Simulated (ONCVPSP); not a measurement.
# How hard is this molybdenum (Mo) ONCV potential?

molybdenum, optimised norm-conserving Vanderbilt (ONCV), made with ONCVPSP 4.0.1 (LDA (Perdew-Wang 92), scalar-relativistic). Core [Kr], reference 4d5 5p1. Waves: s scattering state at 0.11 Ha: rc 2.65 bohr, ncon 3, nbas 8, qcut 2.3 1/bohr, 2 projectors, debl 0.7 Ha; 5p: rc 2.90 bohr, ncon 4, nbas 7, qcut 2.6 1/bohr, 2 projectors, debl 1.9 Ha; 4d: rc 2.60 bohr, ncon 4, nbas 9, qcut 6.1 1/bohr, 3 projectors, debl 0.6 Ha; f scattering state at 0.03 Ha: rc 2.55 bohr, ncon 3, nbas 6, qcut 4.2 1/bohr, local. Local part: the f channel. Core correction: Teter function, fcfact 2, rcfact 1.55.

In the s channel the program set the typed energies aside and used 0.050, 0.750 Ha.

**Question.** For each optimised wave give the share of its norm inside rc, the residual kinetic energy above qcut (Ha) and the cutoffs (Ha) for errors of 10, 1, 0.1 and 0.01 mHa per electron.

**Answer.**

```
         wave  norm inside rc  residual KE  10 mHa  1 mHa  0.1 mHa  0.01 mHa
s projector 1           0.089      5.4e-04     1.2    2.4      9.2      27.4
s projector 2           0.272      1.9e-02     2.9    6.0     24.8      50.8
           5p           0.127      6.2e-05     0.4    1.6      3.0      15.6
p projector 2           0.180      4.5e-02     6.6   21.5     26.0      35.4
           4d           0.799      3.8e-07    10.2   12.8     15.0      16.4
d projector 2           0.175      9.4e-07     9.9   12.9     15.2      16.9
d projector 3           0.166      3.3e-06    10.5   13.6     15.9      17.8
f projector 1           0.000      4.1e-06     0.0    0.1      0.4       1.6
```

The occupied waves need 13 Ha and 15 Ha for 1 and 0.1 mHa. Rows with under 1 % of the norm inside rc give no meaningful cutoff. Note: no bound ghost flagged but for a GHOST(-) flag that falls on a real empty level of the atom; GHOST(+) flagged for s at 7.4 eV, p at 57.9 eV.
